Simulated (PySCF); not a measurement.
Al(Cl)2(Et) (C2H5AlCl2), SMILES [Al]([Cl])([Cl])[CH2]C.

Coordinates come from a ωB97X-D3(BJ)/def2-SVP optimisation. The structure was generated by enumeration; whether it is a known compound was not checked. One conformer was computed; it need not be the lowest.

Two levels are set side by side: PBE/def2-TZVP (PySCF) and B3LYP/def2-TZVP (PySCF). Same geometry, gas phase. Differences are taken from unrounded values.

```
quantity                       PBE
---------------------------  -----
orbital gap (eV)              5.40
highest occupied level (eV)  -7.06
lowest empty level (eV)      -1.66
dipole moment (D)             2.12
mean polarisability (bohr³)   74.0
```

Question: These are the PBE values. What does B3LYP give? (Estimate from the structure and the level; the computed values follow.)

Answer: 
| quantity | B3LYP | PBE minus B3LYP |
|---|---|---|
| orbital gap (eV) | 7.04 | -1.64 |
| highest occupied level (eV) | -8.12 | 1.06 |
| lowest empty level (eV) | -1.08 | -0.58 |
| dipole moment (D) | 2.12 | 0.00 |
| mean polarisability (bohr³) | 71.6 | 2.4 |

Without exact exchange PBE keeps part of each electron's self-repulsion, which lifts occupied levels and narrows the gap. Loosely held outer electrons make PBE densities more polarisable. Differences between two approximate levels are no errors against the true value.

Rough cost on one machine, each run with all the roots and properties that it gave: B3LYP against PBE within a factor of 2.
